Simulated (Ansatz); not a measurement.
Ni, charge +1, quartet (a state made from the parent by changing its charge; the spin is typed, not shown lowest).

Ansatz (a program for electronic structure) was given this input:
Ansatz 0.2 input:
```yaml
crystal:
  periodic: [false, false, false]
  atoms:
    - {symbol: Ni, position_ang: [0.00000000, 0.00000000, 0.00000000]}
basis:
  gaussian:
    orbitals: 6-31G
hamiltonian:
  xc: b3lyp
total_charge: 1
magnetization: {spin_polarized: true, initial_magnetization: 3}
```

Problem. What total energy does B3LYP/6-31G (Ansatz) give?

Solution. -1507.7466 Eh

Problem. Estimate the number of basis functions that B3LYP/6-31G returns for this input.

Solution. 29
